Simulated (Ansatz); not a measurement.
Consider the cleavage of the Si–Si bond: `O[SiH](O)[SiH3]` + `[OH][GeH]([OH])[OH]` → `[OH][GeH]([OH])[O][SiH3]` + `O[SiH2]O`.

Isolated molecules relaxed with PBE0-D4/def2-TZVP in Ansatz; ΔE leaves out vibrations. CBS: MP2 limit from def2 TZ/QZ plus the TZ coupled-cluster correction, frozen cores. This one scheme is used for every species. DFT in def2-TZVPP. For Ge outer-core shells are correlated without core-valence functions, which leaves a few kJ/mol of doubt a bond. Scalar relativity is left out up to krypton. Each species was taken in one conformer, which may not be the lowest.

`O[SiH](O)[SiH3]`:

Cartesian coordinates in Å:
```
O 1.335 0.189 1.464
Si 0.132 -0.527 0.596
O 0.683 -1.721 -0.396
Si -0.940 0.983 -0.841
H 1.996 0.687 0.979
H -0.754 -1.085 1.650
H 1.058 -2.503 0.013
H 0.055 1.597 -1.765
H -1.575 2.074 -0.052
H -1.989 0.307 -1.649
```

`[OH][GeH]([OH])[OH]`:

Cartesian coordinates in Å:
```
O -0.347 0.759 -1.493
Ge -0.438 0.112 0.146
O 1.046 0.469 1.047
O -0.464 -1.649 0.116
H 0.231 0.242 -2.061
H -1.700 0.707 0.765
H 1.354 1.371 0.934
H 0.318 -2.009 0.545
```

`[OH][GeH]([OH])[O][SiH3]`:

```xyz
11

O    -1.431   -0.473   -1.383
Ge   -0.175    0.718   -1.068
O    -0.954    2.226   -0.594
O     0.801    0.231    0.318
Si    0.930   -1.141    1.209
H    -2.227   -0.308   -0.870
H     0.698    0.836   -2.311
H    -0.582    2.575    0.220
H    -0.368   -1.484    1.850
H     1.363   -2.287    0.366
H     1.944   -0.892    2.263
```

`O[SiH2]O`:

Z-matrix (Å, degrees):
```
Si
O 1 1.642
O 1 1.642 2 113.5
H 1 1.481 2 111.5 3 116.9
H 1 1.481 2 103.8 3 -121.2
H 2 0.958 1 117.7 3 -66.0
H 3 0.958 1 117.7 2 -66.0
```

| level | ΔE (eV) |
| --- | --- |
| PBE0-D4 | -0.95 |
| MP2/def2-QZVPP | -1.25 |

Task: What does CCSD(T)/CBS give? (Estimate.)

Result: Computed: -1.16 eV. The listed levels differ from it by 0.21, -0.09 eV.

Largest T1 diagnostic among the species: 0.013.

From PBE to PBE0 (25 % exact exchange), in def2-TZVPP and without D4, ΔE moves by −0.11 eV. In def2-TZVPP, CCSD(T) changes the Hartree–Fock value by +0.27 eV (the triples alone add +0.03 eV) and MP2 by +0.18 eV.
